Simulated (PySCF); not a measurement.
C2H5BF2O2.
Bonds: B1–O2, O2–C3, C3–O4, O4–C5, C5–F6, C5–F7. Hydrogens: H8, H9 on B1; H10, H11 on C3; H12 on C5.

Computed by this run: PBE0-D3(BJ)/def2-SVP geometry optimisation, gas phase in PySCF 2.14.0; density fitting, grid level 1; the optimiser is geomeTRIC in internal coordinates, started from a GFN2-xTB structure with every atom displaced at random (about 0.01 Å).

Step 1: E = -12338.0050 eV
```
atom  x, y, z in Å  |  force x, y, z in eV/Å
B1      2.2669   -0.1974    0.0893    0.084  -0.115   0.130
O2      0.9750   -0.5387   -0.0786   -0.014  -0.029   0.067
C3      0.0451    0.3027   -0.6950   -0.257  -0.004  -0.152
O4     -0.8682    0.7962    0.2358    0.237  -0.200   0.084
C5     -1.7538   -0.1237    0.7282   -0.034   0.358  -0.513
F6     -2.6118   -0.4733   -0.2589   -0.054  -0.116   0.178
F7     -2.4374    0.4864    1.6838   -0.073  -0.072   0.141
H8      2.6814    0.8497   -0.3569   -0.006   0.025  -0.016
H9      2.9547   -0.9872    0.6958   -0.013   0.076  -0.082
H10    -0.4782   -0.2848   -1.4739    0.091   0.094   0.098
H11     0.5382    1.1792   -1.1393   -0.003   0.025  -0.007
H12    -1.2740   -1.0396    1.1071    0.042  -0.042   0.072
```

Step 2: E = -12338.0106 eV
```
atom  x, y, z in Å  |  force x, y, z in eV/Å
B1      2.2621   -0.1993    0.1079   -0.022   0.020  -0.065
O2      0.9732   -0.5459   -0.0805    0.006  -0.086  -0.005
C3      0.0487    0.2966   -0.7091   -0.044   0.043   0.048
O4     -0.8591    0.7944    0.2207   -0.210  -0.059  -0.011
C5     -1.7550   -0.1119    0.7162    0.102  -0.179  -0.008
F6     -2.6451   -0.4791   -0.2337    0.116   0.150   0.040
F7     -2.4150    0.4830    1.7002   -0.027   0.108  -0.011
H8      2.6528    0.8640   -0.3238    0.049   0.010   0.025
H9      2.9667   -0.9909    0.6854   -0.025   0.029  -0.001
H10    -0.4686   -0.2863   -1.4890    0.012  -0.011   0.018
H11     0.5464    1.1730   -1.1500    0.009  -0.008  -0.009
H12    -1.2692   -1.0282    1.0934    0.033  -0.019  -0.019
```

Task: Estimate the geometry and energy of step 3. (The exact step hangs on the optimiser's Hessian estimate; all steps are aligned on step 2, rigid shifts and turns removed.)

Result: E = -12338.0134 eV, largest force 0.070 eV/Å
```
atom  x, y, z in Å  |  force x, y, z in eV/Å
B1      2.2603   -0.1957    0.1034   -0.010   0.001   0.041
O2      0.9731   -0.5491   -0.0860    0.034  -0.021  -0.041
C3      0.0448    0.2925   -0.7113   -0.002   0.059   0.037
O4     -0.8598    0.7901    0.2207   -0.035  -0.006  -0.027
C5     -1.7514   -0.1151    0.7179    0.010  -0.044  -0.018
F6     -2.6442   -0.4658   -0.2330    0.040   0.022   0.012
F7     -2.4078    0.4873    1.7011   -0.009   0.019   0.037
H8      2.6630    0.8717   -0.3084   -0.020  -0.007  -0.019
H9      2.9585   -0.9868    0.6867    0.015  -0.002  -0.007
H10    -0.4725   -0.2928   -1.4881   -0.014  -0.015  -0.004
H11     0.5408    1.1684   -1.1554   -0.001  -0.008  -0.006
H12    -1.2668   -1.0352    1.0898   -0.008   0.002  -0.005
```

The energy changes by -0.0028 eV. The first-order estimate −F·Δx gives -0.0059 eV and the mean of the old and new forces, exact on a quadratic surface, -0.0029 eV. The step makes an angle of 64° with the force vector and moves no atom by more than 0.020 Å.

What follows is the cost of the whole optimisation. On one thread of an Arm Neoverse V1, on a shared host, this took 67 s of wall time and 0.50 GiB of memory at its peak.
